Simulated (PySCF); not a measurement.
**Radial density of Zn²⁺ (zinc, charge +2)**

r2SCAN, [Ar] 3d10, closed-shell 1S. All numbers are calculated (PySCF 2.14, the spin-free X2C one-electron Hamiltonian (Gaussian nucleus), in x2c-SVPall (5s3p3d1f, 36 functions)).

```csv
r (bohr),4πr²ρ (e/bohr)
0.000753,0.1836
0.00127,0.4992
0.00213,1.284
0.00358,3.057
0.00603,7.000
0.0101,14.62
0.0171,26.08
0.0287,35.72
0.0483,33.95
0.0812,29.34
0.137,40.55
0.230,32.43
0.386,19.54
0.650,23.99
1.09,8.926
1.84,1.181
3.09,0.05057
5.20,0.0006077
```

Densities and radii are taken from the X2C orbitals without a picture-change correction, which distorts them close to the nucleus.
